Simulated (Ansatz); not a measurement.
Coupled-cluster diagnostics for Ge(OH)2H2 (GeO₂H₄), Ansatz.

Geometry of the singlet (r2SCAN-D4/def2-TZVP):

```xyz
7

Ge    0.1310   -0.3630   -0.3098
O     0.9731    0.1260    1.1805
H     1.4137    0.9766    1.0904
O    -1.6185   -0.1472   -0.1042
H    -1.8589    0.7655    0.0876
H     0.3042   -1.8670   -0.4773
H     0.6554    0.5090   -1.4672
```

Correlated methods freeze 11 core orbitals; core or outer-core shells of Ge are correlated, in sets that lack core-valence functions.

Estimate the CCSD(T) correlation energy, the shares of MP2 and (T), T1 and the reference's ⟨S²⟩ for: charge 0, singlet, own geometry in def2-TZVPP; charge 1, doublet, vertical in def2-TZVPP; and the rough time on 4 threads of Arm Neoverse V1 on a shared host.


```tsv
state	basis	correlation (eV)	MP2 share (%)	(T) share (%)	T1	⟨S²⟩ (pure)	wall time	remarks
charge 0, singlet, own geometry	def2-TZVPP	-21.318	95.5	3.4	0.012	0.00 (0.00)	29 s	–
charge 1, doublet, vertical	def2-TZVPP	-20.049	92.7	3.6	0.048	0.76 (0.75)	3.3 min	large T1
```
Customary marks for T1 are 0.02 (closed shells), 0.045 (open shells) and about 0.05 (3d metals). T1 exceeds 0.02 in 1 of 2 rows and 0.045 in 1; the higher it lies, the less the single-reference result can be trusted.
